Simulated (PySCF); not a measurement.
F2In, multiplicity 2. Atoms are numbered in the order given.

```xyz
3

In     0.0000     0.0000     0.2823
F      0.0000    -1.6548    -0.7684
F      0.0000     1.6548    -0.7684
```
Charge 0, spin multiplicity 2.

Coordinates come from a r2SCAN-D4/def2-TZVP optimisation. The spin state was assumed, not searched. The isomer is the one that the SMILES or the coordinates give; other isomers of the formula were not compared. The def2 effective core potentials stand for the cores of In; spin–orbit coupling is left out.

These are CAM-B3LYP/def2-TZVPD run with PySCF values and carry that method's errors.

The molecule is in vacuum.

Task: Estimate the frontier levels, dipole moment and polarisability. (The exact figures need the calculation; the answer reports its results.)

Result: 
```yaml
"α spin, highest occupied and lowest empty level": -9.10 and -1.24 eV
"β spin, highest occupied and lowest empty level": -12.03 and -3.98 eV
dipole_moment: 0.735 e·Å
quadrupole, principal values (traceless, Buckingham form, about the centre of nuclear charge): -11.39, 2.42, 8.97 D·Å
mean_static_polarisability: 37.7 bohr³ (5.58 Å³)
polarisability_principal_values: 34.2, 36.1, 42.8 bohr³
"⟨S²⟩": 0.754 (pure state 0.75)
```
